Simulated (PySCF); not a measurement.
Compound: C5H6F2.
Geometry (PBE0-D3(BJ)/def2-SVP, Å), atoms numbered from 1 in this order:
```xyz
13
C5H6F2 angstrom
C      1.7516    0.8740    0.1586
C      1.0968   -0.2073    0.6028
C     -0.3258   -0.5018    0.4314
C     -0.9049   -1.5697    0.9993
C     -1.1364    0.4047   -0.4579
F     -2.4195   -0.0025   -0.5397
F     -1.1418    1.6713    0.0271
H      1.2500    1.6887   -0.3684
H      2.8239    0.9844    0.3351
H      1.6559   -0.9716    1.1539
H     -0.3251   -2.2501    1.6279
H     -1.9637   -1.7853    0.8488
H     -0.7226    0.4427   -1.4822
```

Computed with PBE0-D3(BJ)/def2-SVP geometry optimisation, gas phase in PySCF.

Masses are those of the commonest isotopes; rigid-rotor values at the optimised geometry. The values belong to one conformer with, in the numbering `[CH2:1]=[CH:2][C:3](=[CH2:4])[CH:5]([F:6])[F:7]`, C1–C2–C3–C4 -175°, C2–C3–C5–F6 179°.

**Question.** What are A, B and C (MHz)?

**Answer.** Ia = 131.59, Ib = 217.82, Ic = 324.90 u·Å²; 505379 MHz·u·Å²/I gives A = 3841, B = 2320, C = 1556 MHz.

**Question.** Classify the top.

**Answer.** An asymmetric top; Ray's κ = -0.331.

**Question.** What does the inertial defect say?

**Answer.** Not planar: Δ = Ic − Ia − Ib = -24.51 u·Å². For a rigid frame Δ = −2 Σ m c², so Σ m c² = 12.25 u·Å² lies off the ab plane: 2.40 from hydrogen and 9.85 from heavier atoms. The atom farthest from that plane is 1.36 Å away.

**Question.** Give the other two planar moments, Paa and Pbb, and the rms extents of the mass along the axes.

**Answer.** Paa = Σ m a² = (Ib + Ic − Ia)/2 = 205.57 and Pbb = Σ m b² = (Ia + Ic − Ib)/2 = 119.33 u·Å². With the mass M = 104.04 u, the rms extents √(P/M) along a, b and c are 1.41, 1.07, 0.34 Å.

**Question.** List the rotational levels J(Ka,Kc) to J = 5 (MHz).

**Answer.** Above 0(0,0):
J = 1: 1(0,1) 3876, 1(1,1) 5396, 1(1,0) 6161
J = 2: 2(0,2) 11403, 2(1,2) 12383, 2(1,1) 14677, 2(2,1) 19238, 2(2,0) 19462
J = 3: 3(0,3) 22238, 3(1,3) 22739, 3(1,2) 27283, 3(2,2) 30865, 3(2,1) 31882, 3(3,1) 40504, 3(3,0) 40547
J = 4: 4(0,4) 36150, 4(1,4) 36365, 4(1,3) 43725, 4(2,3) 46190, 4(2,2) 48790, 4(3,2) 56354, 4(3,1) 56640, 4(4,1) 69380, 4(4,0) 69387
J = 5: 5(0,5) 53103, 5(1,5) 53184, 5(1,4) 63632, 5(2,4) 65075, 5(2,3) 70048, 5(3,3) 76162, 5(3,2) 77183, 5(4,2) 89253, 5(4,1) 89312, 5(5,1) 105925, 5(5,0) 105925
The levels of one J sum to (2J + 1)J(J + 1)(A + B + C)/3.

**Question.** Which lines would a microwave search look for?

**Answer.** The dipole components are |μa| = 1.37 D, |μb| = 0.99 D, |μc| = 0.90 D. The squared components, which scale the intensities, stand as 1.00 : 0.52 : 0.43 (a : b : c). Some lines, for components of 0.1 D or more:

| type | branch | J(Ka,Kc) | MHz | lower level (cm⁻¹) |
| --- | --- | --- | --- | --- |
| a | Q | 1(1,0) ← 1(1,1) | 765 | 0.180 |
| b | Q | 1(1,0) ← 1(0,1) | 2285 | 0.129 |
| b | Q | 2(1,1) ← 2(0,2) | 3274 | 0.380 |
| c | Q | 3(2,2) ← 3(1,2) | 3582 | 0.910 |
| a | R | 1(0,1) ← 0(0,0) | 3876 | 0.000 |
| a | Q | 3(1,2) ← 3(1,3) | 4545 | 0.758 |
| b | Q | 3(2,1) ← 3(1,2) | 4599 | 0.910 |
| b | Q | 2(2,0) ← 2(1,1) | 4785 | 0.490 |
| b | R | 1(1,1) ← 0(0,0) | 5396 | 0.000 |
| b | Q | 2(2,1) ← 2(1,2) | 6856 | 0.413 |
| a | R | 2(1,2) ← 1(1,1) | 6987 | 0.180 |
| a | R | 2(0,2) ← 1(0,1) | 7527 | 0.129 |
| b | R | 3(1,2) ← 2(2,1) | 8045 | 0.642 |
| b | Q | 3(2,2) ← 3(1,3) | 8127 | 0.758 |
| b | R | 2(1,2) ← 1(0,1) | 8507 | 0.129 |
| a | R | 2(1,1) ← 1(1,0) | 8516 | 0.206 |
| c | Q | 3(3,1) ← 3(2,1) | 8622 | 1.063 |
| b | Q | 3(3,0) ← 3(2,1) | 8665 | 1.063 |
| a | R | 3(1,3) ← 2(1,2) | 10356 | 0.413 |
| a | R | 3(0,3) ← 2(0,2) | 10834 | 0.380 |
| c | R | 2(2,0) ← 1(1,0) | 13301 | 0.206 |
| c | R | 2(2,1) ← 1(1,1) | 13842 | 0.180 |
| b | R | 2(2,0) ← 1(1,1) | 14066 | 0.180 |
| b | R | 3(2,2) ← 2(1,1) | 16189 | 0.490 |
| b | R | 3(2,1) ← 2(1,2) | 19499 | 0.413 |
| c | R | 3(3,0) ← 2(2,0) | 21085 | 0.649 |

**Question.** Estimate the classical rotational partition function at 10 K, 25 K and 100 K.

**Answer.** Point group C1, symmetry number σ = 1; q = (√π/σ)·√((kT/h)³/(ABC)), k/h = 20836.6 MHz/K: 1430 at 10 K, 5660 at 25 K, 45300 at 100 K.

No PBE0-D3(BJ)/def2-SVP frequencies stand behind this structure, so it isn't proved a minimum. Constants of a rigid frame at the computed geometry: no zero-point averaging, no centrifugal distortion.
